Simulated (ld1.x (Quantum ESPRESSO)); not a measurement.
**Configuration tests for copper (PAW)**

```json
{
  "Element": "Cu (Z = 29)",
  "Generator": "ld1.x (Quantum ESPRESSO) 7.5",
  "Type": "PAW",
  "Functional": "PBEsol",
  "Relativity": "scalar-relativistic",
  "Frozen core": "[Ar]",
  "Valence charge": "11",
  "Reference configuration": "3d10 4s1 4p0",
  "Partial waves": "4s (bound): rcut 1.90, rcutus 2.45 bohr; 4s channel at 1.8 Ry: rcut 1.90, rcutus 2.45 bohr; 4p (bound, empty): rcut 2.95, rcutus 3.10 bohr; 4p channel at 0.4 Ry: rcut 2.95, rcutus 3.10 bohr; 3d (bound): rcut 1.20, rcutus 1.65 bohr; 3d channel at 4.6 Ry: rcut 1.20, rcutus 1.65 bohr",
  "Local potential": "all-electron potential smoothed inside 2.80 bohr (lloc = -1)",
  "Core correction": "a·sin(br)/r model core inside 1.30 bohr",
  "Augmentation charge": "PSQ, inside the norm-conserving radii"
}
```

Energies are relative to the spin-unpolarised reference configuration 3d10 4s1 4p0; without spin polarisation the order of configurations can differ from experiment. The frozen-core shift is the all-electron ΔE with the core orbitals held at their reference shape minus the fully relaxed ΔE.

```tsv
valence configuration	charge	ΔE all-electron (eV)	error AE − PS (meV)	frozen-core shift (meV)
3d10 4s0 4p0	+1	8.103	-16	+6.1
3d9 4s0 4p0	+2	29.416	-171	+50
3d9 4s1 4p0	+1	11.606	-95	+49
3d10 4s0 4p1	0	4.170	-6.1	+2.2
3d9 4s1 4p1	0	6.863	-85	+55
3d7 4s0 4p0	+4	128.083	-1808	+1700
```

Task: What are ΔE and the potential's error for 3d8 4s0 4p0?

Result: ΔE = 68.408 eV all-electron; the error (AE − PS) is -640 meV.
